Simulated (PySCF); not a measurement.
Compound: C2H9OSSi2 (doublet state).
Geometry (GFN2-xTB, Å), atoms numbered from 1 in this order:
```
atom  x, y, z in Å
C1     2.3414   -0.8133    0.5580
S2     1.8911    0.6977   -0.3481
Si3   -0.2161    0.8291    0.2216
C4    -0.7768    2.3902   -0.7160
Si5   -1.4019   -1.0907   -0.2692
O6    -1.1711   -2.1536    0.9495
H7     3.3354   -1.0973    0.2275
H8     2.3537   -0.6041    1.6234
H9     1.6347   -1.6071    0.3361
H10   -0.7220    2.2375   -1.7915
H11   -1.8011    2.6478   -0.4655
H12   -0.1468    3.2410   -0.4745
H13   -2.8213   -0.7172   -0.3353
H14   -1.0753   -1.9752   -1.3865
H15   -1.4285   -1.9768    1.8487
```

The hyperfine couplings belong to this conformer and change with its torsions.

Identity: `CS[Si](C)[SiH2]O` [radical].

Method used: UKS B3LYP, pcH-1 on C H O S Si, non-relativistic, mean-field spin-orbit, GIAO (PySCF 2.14.0). One conformer (not necessarily the lowest) at the GFN2-xTB geometry, without solvent, vibrations or thermal averaging. A GFN2-xTB geometry isn't a minimum of the functional, and hyperfine couplings can be far from their values at a DFT geometry, by a factor of two or more for some ions and for spin on atoms past the first row. No stability test was run, so a lower SCF solution isn't excluded.

Problem. Where do the isotropic ENDOR lines of H13/H14, H10/H11/H12 and H7/H8/H9 fall at 3335.3 mT, to first order?

Solution. For S = 1/2 in fast tumbling each set of equivalent nuclei gives two lines, ν± = |νn ± a/2| to first order, with νn = g_N μN B/h and μN/h = 7.62259 MHz/T.

| nuclei | isotope | g_N | νn (MHz) | a_iso (MHz) | lower line (MHz) | upper line (MHz) |
| --- | --- | --- | --- | --- | --- | --- |
| H13/H14 | 1H | 5.5857 | 142.01 | 28.42 | 127.80 | 156.22 |
| H10/H11/H12 | 1H | 5.5857 | 142.01 | 18.89 | 132.56 | 151.45 |
| H7/H8/H9 | 1H | 5.5857 | 142.01 | 3.32 | 140.35 | 143.67 |

Problem. Which pairs are centred on the nuclear Larmor frequency, and which on half the coupling?

Solution. Centred on νn, since |a| < 2νn: H13/H14, H10/H11/H12 and H7/H8/H9. No pair has |a| > 2νn.

Problem. At what field would the lower line of H13/H14 fall to zero frequency?

Solution. Where νn = |a|/2, that is B = 14.21 MHz/(5.5857 × 7.62259 MHz/T) = 334 mT, as far as first order holds there.

Means are taken over nuclei equivalent by connectivity, which assumes that they swap fast. The three 1H nuclei of mean +18.9 MHz run from 2.3 to 49.6 MHz in the frozen geometry. The three 1H nuclei of mean +3.3 MHz run from -0.7 to 7.0 MHz in the frozen geometry. The 1H value of +28.4 MHz is a mean of couplings from 3.9 to 52.9 MHz in this one geometry, not an average over conformers.

The Mulliken spin populations are largest on Si3 (+0.75), S2 (+0.13) and Si5 (+0.07). Si3 is the only atom above +0.15. The angles at Si3 add up to 329.9°, so it is pyramidal.
